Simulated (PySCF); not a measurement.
## Telling isomers of C5H8O2Si2 apart by NMR

Non-relativistic Hamiltonian, single conformer, equivalent nuclei averaged, no solvent model. Shieldings: GIAO PBE0/pcSseg-1; GFN2-xTB geometry; PySCF.

Shifts are taken against calculated references (same method and geometry level): $^{1}$H, $^{13}$C against TMS. Where no couplings were computed, multiplicities follow the n + 1 count of equivalent neighbours, and m marks all less simple cases (inequivalent or close neighbours, rings, F or P nearby). Acid and N–H amide carbonyl carbons lie up to 10 ppm further downfield in solution (hydrogen bonding). Shifts are as computed. Against solution values, carbons near 30 ppm lie about +3 ppm off and those near 130 ppm about +5 ppm. Of 1309 compounds with measured shifts, 239 miss one by over three times the rms of a fit or turn the order of signals round; such compounds aren't used in these exercises. OH and NH positions are gas-phase values without hydrogen bonding to other molecules.

(1) Tabulate the signals of `O=C(O)[SiH]1C=C[SiH2]C=C1`, `C#CC1([SiH2]O[SiH2]O)C=C1`, `C#C[SiH2][Si@](O)(C=C)C=O`, `C#C[Si@@H]1[SiH2]OC=C1OC` and their relative energies.

(2) What is the quickest way to tell C#C[SiH2][Si@](O)(C=C)C=O from C#C[Si@@H]1[SiH2]OC=C1OC?

(3) What is the quickest way to tell O=C(O)[SiH]1C=C[SiH2]C=C1 from C#C[SiH2][Si@](O)(C=C)C=O?

(4) What is the quickest way to tell C#CC1([SiH2]O[SiH2]O)C=C1 from C#C[SiH2][Si@](O)(C=C)C=O?

Answers

(1) 
| SMILES | carbon types | δC | δH | E rel. (kcal/mol) |
| --- | --- | --- | --- | --- |
| O=C(O)[SiH]1C=C[SiH2]C=C1 | 1×C 4×CH | 184.9, 156.3, 152.1 | 7.64 (m, 2H), 7.55 (m, 2H), 6.38 (br s, 1H), 4.75 (m, 1H), 4.69 (m, 1H), 4.65 (m, 1H) | 0.0 |
| C#CC1([SiH2]O[SiH2]O)C=C1 | 2×C 3×CH | 119.1, 95.6, 64.6, 4.1 | 7.22 (s, 2H), 5.14 (s, 2H), 4.99 (s, 2H), 1.21 (br s, 1H), 0.83 (s, 1H) | 23.5 |
| C#C[SiH2][Si@](O)(C=C)C=O | 1×C 3×CH 1×CH2 | 250.3, 144.6, 139.1, 107.2, 83.7 | 12.33 (s, 1H), 6.67 (m, 1H), 6.58 (m, 1H), 6.35 (m, 1H), 4.39 (m, 1H), 4.33 (m, 1H), 2.25 (br s, 1H), 2.07 (m, 1H) | 31.0 |
| C#C[Si@@H]1[SiH2]OC=C1OC | 2×C 2×CH 1×CH3 | 154.8, 142.0, 105.6, 85.1, 57.8 | 6.38 (s, 1H), 5.28 (m, 1H), 5.17 (m, 1H), 5.04 (m, 1H), 3.62 (s, 3H), 2.05 (d, 1H) | 40.8 |

Energies are electronic energies at PBE0/pcSseg-1 on these geometries, without zero-point or thermal terms, each for the one conformer computed, which needn't be the lowest.

(2) Both give the same number of carbon signals, but DEPT or the intensities differ. The first has a carbonyl carbon (CH) at 250.3 ppm, the second an alkene carbon bearing oxygen (C) at 154.8 ppm. In the proton spectra the most deshielded non-exchanging signals are 12.33 (s, 1H) and 6.38 (s, 1H).

(3) Count the carbon signals: 3 against 5. The first has a carbonyl carbon (C) at 184.9 ppm, the second a carbonyl carbon (CH) at 250.3 ppm. In the proton spectra the most deshielded non-exchanging signals are 7.64 (m, 2H) and 12.33 (s, 1H).

(4) Count the carbon signals: 4 against 5. The first has a three-membered-ring carbon (C) at 4.1 ppm, the second a carbonyl carbon (CH) at 250.3 ppm. Their most deshielded carbons lie at 119.1 and 250.3 ppm. In the proton spectra the most deshielded non-exchanging signals are 7.22 (s, 2H) and 12.33 (s, 1H).
